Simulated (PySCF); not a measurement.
# C₆ coefficients of unlike pairs at PBE

Calculated with PySCF 2.14 from the dipole response of each species, C₆(A,B) = (3/π) ∫ α_A(iu) α_B(iu) du, in atomic units, from isotropic polarisabilities. For ions this is the dispersion term alone; charge-induced terms of lower order in 1/R come first.

| species | configuration | basis | relativity | α (bohr³) | C₆ (like pair) |
| --- | --- | --- | --- | --- | --- |
| Cl³⁺ | [Ne] 3s2 3p2 (3P) | x2c-QZVPPall with one added diffuse shell each of s, p, d, f type (10s7p5d3f1g) | spin-free X2C | 4.321 | 11.71 |
| Tl³⁺ | [Xe] 4f14 5d10 (1S) | aug-cc-pVQZ-PP with one added diffuse shell each of s, p, d, f, g type with ECP60MDF (8s8p6d4f3g) | core potential | 5.288 | 28.86 |
| B⁺ | [He] 2s2 (1S) | aug-cc-pV5Z (7s6p5d4f3g2h) | none | 10.64 | 28.82 |
| Ba⁺ | [Xe] 6s1 (2S) | aug-cc-pVDZ-X2C (8s7p5d) | spin-free X2C | 137.7 | 1527 |

Estimate C₆ for B⁺ with Cl³⁺.

The integral gives 16.78. The combination rule 2 C_A C_B / (C_A α_B/α_A + C_B α_A/α_B) gives 16.65 and the geometric mean 18.37.

No spin-orbit coupling is included.

The other pairs:

```tsv
pair	C₆
Ba⁺, Tl³⁺	128.9
Ba⁺, Cl³⁺	96.43
B⁺, Tl³⁺	23.26
Tl³⁺, Cl³⁺	17.79
Ba⁺, B⁺	187.9
```
